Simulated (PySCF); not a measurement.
Mo(NH)2(OH)2 (H4MoN2O2), SMILES [OH][Mo](=[NH])(=[NH])[OH], multiplicity 1.

Coordinates come from a B3LYP-D3(BJ)/def2-SVP optimisation. The spin state was assumed, not searched. The def2 effective core potentials stand for the cores of Mo; spin–orbit coupling is left out. Other conformers were not sampled.

Two levels are set side by side: PBE/def2-TZVP (PySCF) and CAM-B3LYP/def2-TZVP (PySCF). Same geometry, gas phase. Differences are taken from unrounded values.

```json
[
 {"quantity": "orbital gap (eV)", "CAM-B3LYP": "8.80"},
 {"quantity": "highest occupied level (eV)", "CAM-B3LYP": "-9.09"},
 {"quantity": "lowest empty level (eV)", "CAM-B3LYP": "-0.29"},
 {"quantity": "dipole moment (D)", "CAM-B3LYP": "1.54"},
 {"quantity": "mean polarisability (bohr³)", "CAM-B3LYP": "61.4"}
]
```

Problem. What does PBE give, and how far is it from CAM-B3LYP? (An estimate is asked for; the answer gives what the named calculation found.)

Solution. 
```tsv
quantity	PBE	PBE minus CAM-B3LYP
orbital gap (eV)	4.26	-4.54
highest occupied level (eV)	-6.34	2.75
lowest empty level (eV)	-2.09	-1.80
dipole moment (D)	1.28	-0.26
mean polarisability (bohr³)	63.8	2.5
```

Without exact exchange PBE keeps part of each electron's self-repulsion, which lifts occupied levels and narrows the gap. Loosely held outer electrons make PBE densities more polarisable. Differences between two approximate levels are no errors against the true value.

Rough cost on one machine, each run with all the roots and properties that it gave: CAM-B3LYP against PBE within a factor of 2.
